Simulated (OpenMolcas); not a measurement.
An OpenMolcas run meant for Ce3+ (ANO-RCC-VTZP, DKH4; inactive shells 1s 2s 2p 3s 3p 3d 4s 4p 4d 5s 5p; intended active space 1 electron in 7 orbitals (4f)). One step of its input:

```
&CASPT2
Multistate=7 1 2 3 4 5 6 7
Frozen=34 29
IPEA=0.25
Imaginary=0.1
MaxIter=60
WThr=0.0 0.3 0.05
PrWF=0.5
NoMix
```

Lines from the output:

```
|       MOLCAS_SOURCE = <dir>
  |    MOLCAS_STRUCTURE = 0
  |
   --------------------------------------------------------------------------------------
++ ---------   Input file   ---------
>>> COPY JOB001 $Project.JobIph
&CASPT2
Multistate=7 1 2 3 4 5 6 7
Frozen=34 29
IPEA=0.25
Imaginary=0.1
MaxIter=60
WThr=0.0 0.3 0.05
PrWF=0.5
NoMix
-- ----------------------------------
>>> COPY JOB001 a.JobIph
*** symbolic link created: INPORB -> a.RasOrb
--- Start Module: caspt2 at  ---
()()()()()()()()()()()()()()()()()()()()()()()()()()()()()()()()()()()()()()()()()()()()()()()()()()
                                              &CASPT2
                                   only a single process is used
                       available to each process: 2.3 GB of memory, 1 thread
()()()()()()()()()()()()()()()()()()()()()()()()()()()()()()()()()()()()()()()()()()()()()()()()()()
 ###    WARNING: User changed nr of frozen orbitals.                         ###
 ###    ERROR: Too many frozen orbitals!                                     ###
--- Stop Module: caspt2 at  /rc=_RC_INPUT_ERROR_ ---
.####################.
.# User input error #.
.####################.
```

**Question.** What is wrong with the input?

**Answer.** More orbitals are frozen than there are inactive ones.
